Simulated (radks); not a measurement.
Task: The mean radii <r> (bohr) of the occupied orbitals of an atom or ion are listed with their occupations. All-electron calculation, Dirac Kohn-Sham, PBE, spin-unpolarised, spherical densities, point nucleus. Program: a radial shooting solver on a logarithmic mesh with Libxc functionals.

| orbital | occ. | <r> |
|---|---|---|
| 1s1/2 | 2 | 0.02349 |

Name the element and its charge. Open shells, if any, fill j = l - 1/2 first.

Result: Z = 60, neodymium, charge +58: Nd58+ in [He]. The 1s radius gives Z: for a bare nucleus <r> = (2 gamma + 1)/(2Z) with gamma = sqrt(1 - (Z/c)^2), 0.02332 bohr for Z = 60, and screening makes it slightly larger (0.02349 here). The occupations add up to 2, and the charge is Z minus that.
